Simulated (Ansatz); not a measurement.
Geometry optimisation, RKS B3LYP-D4/def2-SVP in Ansatz 0.2.0.

Input:

```yaml
crystal:
  periodic: [false, false, false]
  atoms:
    - { symbol: F, position_ang: [-1.2057, 0.4354, 3.1399] }
    - { symbol: Al, position_ang: [-0.1688, 0.7551, 1.7202] }
    - { symbol: Si, position_ang: [0.5169, -1.0798, 0.5444] }
    - { symbol: "N", position_ang: [0.019, -0.6263, -1.0772] }
    - { symbol: C, position_ang: [0.0724, 0.8072, -1.2847] }
    - { symbol: S, position_ang: [-0.9825, 1.7996, -0.1095] }
    - { symbol: H, position_ang: [2.0439, -1.17, 0.56] }
    - { symbol: H, position_ang: [-0.0436, -2.307, 1.0189] }
    - { symbol: H, position_ang: [-1.0671, -0.8655, -1.066] }
    - { symbol: H, position_ang: [-0.2417, 1.0647, -2.2786] }
    - { symbol: H, position_ang: [1.1227, 1.1297, -1.1468] }
basis:
  gaussian: { orbitals: def2-SVP }
hamiltonian:
  xc: b3lyp
  dispersion: d4
relax:
  f_tol: 0.02
  max_steps: 50
```

Run as:

```bash
$ ansatz run input.yaml --threads 2 --pin off --max-ram 3072MiB --backend cpu --events-out ev --progress --plain --runs-dir out
```

Problem. Where does it end, and by what steps?

Solution. It converged. After 7 steps the energy has fallen by 1.217 eV; F1 moved furthest, 0.64 Å.

| step | energy less start (eV) | largest force component (eV/Å) | accepted |
| --- | --- | --- | --- |
| 0 | 0.0000 | 3.497 | yes |
| 1 | -0.7835 | 1.817 | yes |
| 2 | -0.9739 | 2.000 | yes |
| 3 | -1.1694 | 0.657 | yes |
| 4 | -1.1777 | 0.690 | yes |
| 5 | -1.2073 | 0.275 | yes |
| 6 | -1.2165 | 0.023 | yes |
| 7 | -1.2167 | 0.011 | yes |

```xyz
11
Properties=species:S:1:pos:R:3
F -0.976 1.008 3.298
Al -0.520 0.647 1.736
Si 0.549 -1.213 0.588
N 0.055 -0.589 -1.001
C 0.031 0.822 -1.222
S -0.990 1.907 0.021
H 2.037 -1.304 0.691
H -0.022 -2.584 0.720
H -0.732 -1.069 -1.431
H -0.409 1.070 -2.196
H 1.043 1.248 -1.185
```

Time of the run: 47 s on 2 threads of Arm Neoverse V1, on a shared host, peak memory 0.3 GiB.
